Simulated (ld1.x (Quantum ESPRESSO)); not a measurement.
## Logarithmic derivatives: Mn, PAW

Mn, PAW, made with ld1.x (Quantum ESPRESSO) 7.5 (PBE, scalar-relativistic). Core [Ar], reference 3d5 4s2 4p0. Waves: 4s (bound): rcut 2.10, rcutus 2.65 bohr; 4s channel at 1.25 Ry: rcut 2.10, rcutus 2.65 bohr; 4p (bound, empty): rcut 2.10, rcutus 3.18 bohr; 4p channel at 5.25 Ry: rcut 2.10, rcutus 3.18 bohr; 3d (bound): rcut 0.95, rcutus 1.25 bohr; 3d channel at 2.15 Ry: rcut 0.95, rcutus 1.25 bohr. Local part: all-electron potential smoothed inside 2.50 bohr (lloc = -1). Core correction: Bessel-smoothed model core inside 0.55 bohr. Augmentation charge: BESSEL, radius 1.00 bohr.

The phase is arctan(r·u′/u) with u = r·R(r), unwrapped; energies in Ry, scanned from -2 to 5 Ry. A pole is an energy at which the radial function vanishes at the test radius. The pseudo phase is shifted by a multiple of π to meet the all-electron one at the reference energy, and phase errors are pseudo minus all-electron; the curves can meet again beyond the range given. Levels narrower than the energy grid can be missing from the lists of poles.

Question: For each channel, where are the poles, and over which energies does the pseudopotential scatter like the atom?

Answer:

| channel | radius (bohr) | reference energy (Ry) | poles, all-electron | poles, pseudo | unbroken range about the reference energy with phases within 0.05 rad | phase error 1 Ry above the reference energy (rad) |
| --- | --- | --- | --- | --- | --- | --- |
| s | 3.45 | -0.38 | 0.27, 4.52 | 0.27, 4.21 | below 4.6 | -0.000 |
| p | 3.45 | -0.10 | 0.94 | 0.91 | below 2.1 | -0.008 |
| d | 3.45 | -0.50 | -0.46, 2.17 | -0.46, 2.17 | below 4.0 | +0.001 |

Phases in the s channel:

```csv
E (Ry),all-electron,pseudo
-2.00,1.326,1.326
-1.76,1.300,1.300
-1.52,1.265,1.265
-1.28,1.210,1.210
-1.04,1.115,1.115
-0.80,0.901,0.901
-0.56,0.186,0.186
-0.32,-0.993,-0.993
-0.08,-1.381,-1.381
0.16,-1.529,-1.529
0.40,-1.613,-1.613
0.64,-1.675,-1.675
0.88,-1.733,-1.733
1.12,-1.798,-1.798
1.36,-1.885,-1.885
1.60,-2.028,-2.028
1.84,-2.322,-2.324
2.08,-3.035,-3.046
2.32,-3.882,-3.895
2.56,-4.258,-4.268
2.80,-4.424,-4.433
3.04,-4.515,-4.523
3.28,-4.572,-4.581
3.52,-4.613,-4.624
3.76,-4.644,-4.657
4.00,-4.669,-4.687
4.24,-4.691,-4.716
4.48,-4.710,-4.750
4.72,-4.727,-4.808
4.96,-4.744,-5.058
```
